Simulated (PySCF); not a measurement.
PySCF 2.14 output of an unrestricted PBE0 calculation on a single atom or ion in def2-QZVPPD with the def2 core potential (60 electrons) (7s6p4d3f2g, 84 functions), with scalar relativity through the core potential:

```
SCF conv_tol = 1e-09
number electrons alpha = 7  beta = 4
    C. Adamo and V. Barone.,  J. Chem. Phys. 110, 6158 (1999)
    M. Ernzerhof and G. E. Scuseria.,  J. Chem. Phys. 110, 5029 (1999)
cycle= 1 E= -47.5935219388081  delta_E= -0.00369  |g|= 0.0134  |ddm|= 0.304
cycle= 2 E= -47.5936170995609  delta_E= -9.52e-05  |g|= 0.00543  |ddm|= 0.0223
cycle= 3 E= -47.5936298534739  delta_E= -1.28e-05  |g|= 0.000431  |ddm|= 0.0122
cycle= 4 E= -47.5936300437253  delta_E= -1.9e-07  |g|= 3.17e-05  |ddm|= 0.00167
cycle= 5 E= -47.5936300445334  delta_E= -8.08e-10  |g|= 9.82e-07  |ddm|= 0.00013
converged SCF energy = -47.5936300445334  <S^2> = 3.7514361  2S+1 = 4.000718
```

The run itself started from symmetry-adapted Hartree-Fock orbitals and held the occupation by maximum overlap, on a logarithmic radial grid, so the iterations belong to that start.

Task: Which element, charge and spin multiplicity is this?

Result: Hf⁺ (hafnium, charge +1), multiplicity 4; the state was [Xe] 4f14 5d2 6s1, high-spin 4F determinant (an excited configuration).

Energies and moments cover only the electrons outside the core potential. Spin-orbit coupling, absent here, splits the open shell strongly.
